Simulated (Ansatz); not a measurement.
Computed with Ansatz on PBE0-D4/def2-TZVP structures; ΔE is electronic, products minus reactants. CBS: MP2 limit from def2 TZ/QZ plus the TZ coupled-cluster correction, frozen cores. This one scheme is used for every species. Functionals use def2-TZVPP. def2 core potentials past Kr. For Te outer-core shells are correlated without core-valence functions, which leaves a few kJ/mol of doubt a bond.

Consider the ligand exchange at the Si–Te bond: `C[SiH2][TeH]` + H–F → `C[SiH2]F` + H₂Te.

CCSD(T)/CBS gives -16.6 kcal/mol.

Q: Another level gave -19.5 kcal/mol. Which?
A. r2SCAN0-D4/def2-TZVPP
B. CCSD/def2-TZVPP
C. CAM-B3LYP/def2-TZVPP
D. revPBE/def2-TZVPP

A: B. CCSD/def2-TZVPP -19.5, r2SCAN0-D4 -17.7, revPBE -16.2, CAM-B3LYP -22.8 kcal/mol.

Largest T1 diagnostic among the species: 0.010.

At CCSD(T), def2-SVP lies −1.9 kcal/mol from the extrapolated value and def2-TZVPP −1.8 kcal/mol. Leaving LDA and LC-ωPBE aside and taking each functional with its dispersion term where it has one, the values, not all of them listed here, spread over 7.6 kcal/mol, from B97M-V to revPBE-D4. From BLYP to BHLYP (50 % exact exchange), in def2-TZVPP and without D4, ΔE moves by −0.9 kcal/mol.
